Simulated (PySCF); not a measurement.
C6H16Si2, SMILES C=C[SiH2][SiH2]C(C)(C)C, GFN2-xTB optimised geometry.

```
24

C     -2.16    -1.49     4.97
C     -1.08    -0.73     4.97
Si     0.07    -0.51     3.50
Si    -0.82    -1.40     1.56
C     -0.17    -0.48     0.00
C      1.36    -0.48     0.00
C     -0.66    -1.17    -1.27
C     -0.66     0.96     0.00
H     -2.47    -2.04     4.10
H     -2.80    -1.60     5.84
H     -0.82    -0.21     5.88
H      0.37     0.93     3.43
H      1.35    -1.14     3.88
H     -0.48    -2.82     1.38
H     -2.29    -1.34     1.48
H      1.75    -1.50     0.00
H      1.75     0.03     0.88
H      1.75     0.03    -0.88
H     -1.75    -1.19    -1.30
H     -0.30    -0.65    -2.16
H     -0.31    -2.20    -1.31
H     -1.75     1.00    -0.01
H     -0.30     1.49    -0.88
H     -0.31     1.50     0.88
```

Density from PBE0/def2-SVP in PySCF at that geometry.

Minimum of the electron density along straight lines between bonded atoms, close to the bond critical point (lines longer than 1.1 times the sum of covalent radii, or with two minima, are not listed):

```tsv
bond	length / Å	ρ at the minimum / e bohr⁻³	∇²ρ there / e bohr⁻⁵	position (fraction from the first atom)
C1–C2	1.323	0.343	[?]	0.51
C2–Si3	1.885	0.112	0.35	0.62
Si4–C5	1.922	0.111	0.27	0.38
C5–C6	1.528	0.242	-0.54	0.50
C5–C7	1.528	0.241	-0.54	0.50
C5–C8	1.528	0.241	-0.54	0.50
C1–H9	1.079	0.283	-1.08	0.63
C1–H10	1.080	0.282	-1.08	0.63
C2–H11	1.084	0.277	-1.03	0.63
Si3–H12	1.475	0.114	0.32	0.49
Si3–H13	1.474	0.114	0.31	0.49
Si4–H14	1.474	0.114	0.31	0.49
Si4–H15	1.474	0.114	0.31	0.49
C6–H16	1.089	0.276	-1.01	0.62
C6–H17	1.089	0.275	-0.99	0.62
C6–H18	1.091	0.274	-0.99	0.62
C7–H19	1.088	0.276	-1.01	0.62
C7–H20	1.090	0.274	-0.99	0.62
C7–H21	1.088	0.276	-1.01	0.62
C8–H22	1.088	0.276	-1.01	0.62
C8–H23	1.091	0.274	-0.99	0.62
C8–H24	1.089	0.276	-1.00	0.62
```

Problem. Complete the blanks.

Solution. 
- C1–C2, ∇²ρ there / e bohr⁻⁵: -0.92
